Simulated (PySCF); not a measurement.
SiFCl₂Br, SMILES F[Si](Cl)(Cl)Br.

The structure is a stationary point at PBE-D3(BJ)/def2-SVP.

Calculation: PySCF 2.14.0 with PBE-D3(BJ)/def2-SVP.

Frequencies are harmonic and unscaled.

| mode | ν (cm⁻¹) | IR (km/mol) | moving atoms (share of kinetic energy) |
|---|---|---|---|
| 1 | 129 | 0.2 | Cl 60 %, Br 21 %, F 13 % |
| 2 | 139 | 0.2 | Cl 63 %, F 18 %, Br 17 % |
| 3 | 204 | 3.2 | Cl 48 %, Si 23 %, F 19 %, Br 10 % |
| 4 | 225 | 8.5 | F 55 %, Br 27 %, Cl 14 % |
| 5 | 252 | 11.7 | F 52 %, Cl 38 %, Si 9 % |
| 6 | 388 | 20.0 | Cl 44 %, Si 24 %, F 16 %, Br 16 % |
| 7 | 573 | 208.7 | Si 70 %, Cl 24 % |
| 8 | 626 | 195.0 | Si 68 %, Cl 32 % |
| 9 | 906 | 118.7 | F 55 %, Si 45 % |
